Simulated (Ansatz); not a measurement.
Cost and result for the atomization energy of `CO[SiH](O)[SiH3]` (13 atoms, 12 bonds).

```xyz
13

C    -0.756   -1.130   -1.848
O    -0.490   -0.862   -0.491
Si    0.341    0.448    0.038
O    -0.458    1.867   -0.225
Si    0.573    0.156    2.342
H     0.137   -0.989   -2.469
H    -1.078   -2.169   -1.938
H    -1.555   -0.485   -2.227
H     1.630    0.516   -0.720
H    -0.232    2.368   -1.009
H     1.392    1.259    2.914
H     1.255   -1.135    2.630
H    -0.760    0.156    3.002
```

Total charge 0; spin multiplicity 1. The geometry is a stationary point of PBE0-D4/def2-TZVP. It is one conformer, not always the lowest. Program: Ansatz. All runs use 2 threads of an AMD EPYC 7R13 on a shared host and a share of an NVIDIA H100 80 GB. Times are those of one run each, without the atoms' runs, and a repeat can differ threefold. Electronic energies, without spin–orbit coupling; frozen cores. CCSD(T)/CBS adds CCSD(T) − MP2 in def2-TZVPP to the MP2 limit, and its time is that of the two runs behind it. T1 = 0.012. B3LYP takes the VWN-RPA correlation (the form of Gaussian; ORCA's B3LYP/G).

CCSD(T)/CBS is a level of theory with its own doubt, some kJ/mol a heavy atom from the limit and from the frozen cores, so smaller differences don't rank the functionals.

```
                             level  functions  wall time  atomization (kcal/mol)  difference from CCSD(T)/CBS  per bond
 B3LYP-D4/def2-TZVPP (with forces)        289        2 s                  1093.5                         -5.8      -0.5
   PBE-D4/def2-TZVPP (with forces)        289      2.6 s                  1100.0                          0.7       0.1
                PBE0-D4/def2-TZVPP        289      2.8 s                  1084.7                        -14.6      -1.2
r2SCAN-D4/def2-TZVPP (with forces)        289      2.9 s                  1095.4                         -3.9      -0.3
                 B2PLYP/def2-TZVPP        289        3 s                  1082.0                        -17.3      -1.4
                ωB97X-V/def2-TZVPP        289      3.3 s                  1100.9                          1.6       0.1
                    MP2/def2-QZVPP        551      4.5 s                  1097.9                         -1.4      -0.1
  ωB97M-V/def2-TZVPP (with forces)        289      5.5 s                  1097.1                         -2.2      -0.2
                CCSD(T)/def2-TZVPP        289        6 s                  1069.1                        -30.2      -2.5
                 CCSD(T)/CBS(def2)          –       10 s                  1099.3                          0.0       0.0
```

From PBE to PBE0 (25 % exact exchange), in def2-TZVPP and without D4, the atomization energy moves by −14.4 kcal/mol: exact exchange takes away binding that semilocal exchange gives to molecules. The D4 term adds +10.1 kcal/mol with B3LYP and +5.4 kcal/mol with PBE0; it sums over pairs of atoms, weighted by their polarisabilities, and B3LYP, whose exchange is more repulsive, gets the larger term. In def2-TZVPP, CCSD(T) changes the Hartree–Fock value by +264.6 kcal/mol (the triples alone add +13.2 kcal/mol) and MP2 by +275.2 kcal/mol; breaking electron pairs costs correlation energy, which Hartree–Fock lacks.
